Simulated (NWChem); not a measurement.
# Ionisation of neopentasilane (H12Si5)

```xyz
17

Si     1.8755     0.4503     1.3638
Si     0.0000     0.0000     0.0000
Si     0.4494    -1.8757    -1.3638
Si    -1.8755    -0.4503     1.3638
Si    -0.4494     1.8757    -1.3638
H      2.1737    -0.7218     2.2402
H      1.6133     1.6384     2.2302
H      3.0753     0.7316     0.5198
H     -0.7243    -2.1749    -2.2377
H      0.7328    -3.0750    -0.5198
H      1.6357    -1.6135    -2.2326
H     -1.6133    -1.6384     2.2302
H     -2.1737     0.7218     2.2402
H     -3.0753    -0.7316     0.5198
H     -0.7328     3.0750    -0.5198
H      0.7243     2.1749    -2.2377
H     -1.6357     1.6135    -2.2326
```
Charge 0, spin multiplicity 1.

The numbers come from NWChem runs, not from measurements. The geometry was optimised at B3LYP/def2-SVP, held to C2 symmetry and with no frequency check, so it may be a saddle point.

Basis set: def2-SVP. The species with one electron less has spin multiplicity 2 and keeps the geometry of the parent. Δ marks differences of total energies (open shells unrestricted). −ε marks an orbital energy of the parent. That orbital need not have the symmetry of the hole or added electron in the Δ rows.

B3LYP has NWChem's definition, with VWN1-RPA local correlation. No SCF solution was tested for a lower state.

Q: Order these methods by the first vertical ionisation energy they give, lowest first: −ε(HOMO) of HF, −ε(HOMO) of LDA (SVWN5), −ε(HOMO) of B3LYP, −ε(HOMO) of r2SCAN, ΔB3LYP.

A: −ε(HOMO) of LDA (SVWN5) (6.99 eV), −ε(HOMO) of r2SCAN (7.26 eV), −ε(HOMO) of B3LYP (7.81 eV), ΔB3LYP (9.53 eV), −ε(HOMO) of HF (10.51 eV)
